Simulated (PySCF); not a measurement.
Ge(OMe)3(OSiH3), C3H12GeO4Si, SMILES C[O][Ge]([O]C)([O][SiH3])[O]C (GFN2-xTB optimised geometry):

```
21

C      0.686     1.188     4.432
O      0.492     0.068     3.576
Ge    -0.873    -0.195     2.542
O     -0.660    -1.698     1.705
C      0.453    -2.052     0.895
O     -2.318    -0.250     3.484
C     -3.642    -0.387     2.979
O     -1.008     1.115     1.409
Si    -0.448     1.695     0.000
H      1.673     1.060     4.877
H     -0.071     1.215     5.216
H      0.654     2.124     3.871
H      0.229    -3.039     0.488
H      1.367    -2.098     1.487
H      0.590    -1.341     0.078
H     -3.874     0.398     2.258
H     -3.779    -1.360     2.507
H     -4.303    -0.301     3.842
H      1.019     1.695     0.000
H     -0.946     0.855    -1.093
H     -1.019     3.039     0.000
```

Calculation: PBE0/def2-SVP in PySCF.

What are the frontier orbital energies and the dipole moment?

HOMO-2 -8.30 eV, HOMO-1 -8.05 eV, HOMO -8.03 eV, LUMO 0.22 eV, LUMO+1 1.38 eV; dipole moment 1.17 D.

On the same geometry PBE/def2-SVP (PySCF) gives HOMO-2 -6.64 eV, HOMO-1 -6.35 eV, HOMO -6.33 eV, LUMO -0.74 eV, LUMO+1 0.33 eV; dipole moment 0.96 D.

Meta-Löwdin charges at PBE0/def2-SVP: C1 -0.07, O2 -0.59, Ge3 1.46, O4 -0.59, C5 -0.07, O6 -0.58, C7 -0.07, O8 -0.80, Si9 0.75, H10 0.11, H11 0.10, H12 0.09, H13 0.11, H14 0.10, H15 0.09, H16 0.10, H17 0.10, H18 0.11, H19 -0.12, H20 -0.12, H21 -0.11.
